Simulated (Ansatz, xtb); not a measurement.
# C4H7F3S: which of two isomers lies lower

Structure X is `FC(F)(F)CCCS`, a singlet and structure Y is `CSCCC(F)(F)F`, a singlet. Both are isolated molecules in the gas phase, relaxed with PBE-D3(BJ)/def2-SVP; each stands in its lowest conformer found.

Quicker runs give these differences E(Y) − E(X): GFN2-xTB +4.03 kcal/mol; HF/STO-3G −3.92 kcal/mol (at GFN2-xTB geometries); r2SCAN-D4/def2-SVP +3.27 kcal/mol (at GFN2-xTB geometries).

Problem. Which of the two would you expect CCSD(T)/def2-SVP + ΔMP2/def2-TZVPP electronic energies to favour?

Solution. Structure X; the calculation gives E(Y) − E(X) = +1.78 kcal/mol.

How the difference moves with the method:

```tsv
level	geometry	E(Y) − E(X) (kcal/mol)	departure from the last row (kcal/mol)	job, with rough time for the two
GFN2-xTB	GFN2-xTB	+4.03	+2.26	optimisation, 0.18 s
HF/STO-3G	GFN2-xTB	−3.92	−5.70	single point, 0.48 s
r2SCAN-D4/def2-SVP	GFN2-xTB	+3.27	+1.49	single point, 4.9 s
PBE-D3(BJ)/def2-SVP	PBE-D3(BJ)/def2-SVP	+3.39	+1.61	optimisation, 26 s
HF/def2-SVP	PBE-D3(BJ)/def2-SVP	+3.52	+1.74	part of the CCSD(T) run
MP2/def2-SVP	PBE-D3(BJ)/def2-SVP	+4.19	+2.41	part of the CCSD(T) run
CCSD(T)/def2-SVP	PBE-D3(BJ)/def2-SVP	+4.47	+2.69	single point
CCSD(T)/def2-SVP + ΔMP2/def2-TZVPP	PBE-D3(BJ)/def2-SVP	+1.78		single point, 2.4 min
```

As drawn, Y has 1 C–S, 1 C–H in place of 1 C–C, 1 S–H.

HF/STO-3G puts the two in the other order. The largest departure from CCSD(T)/def2-SVP + ΔMP2/def2-TZVPP is that of HF/STO-3G, 5.70 kcal/mol. The last row adds to CCSD(T) the change of the MP2 difference between the two basis sets, here −2.69 kcal/mol.

With thermal terms from frequencies at re-optimised GFN2-xTB minima (ideal gas, soft modes damped towards free rotors, one conformer each, 298.15 K, 1 atm): the zero-point term adds +0.58 kcal/mol; ΔH is +2.67 and ΔG +1.74 kcal/mol.

The correlated steps freeze 12 core orbitals. Programs: Ansatz 0.2.0, xtb 6.7.1; the last row on 4 threads of Arm Neoverse V1 on a shared host.
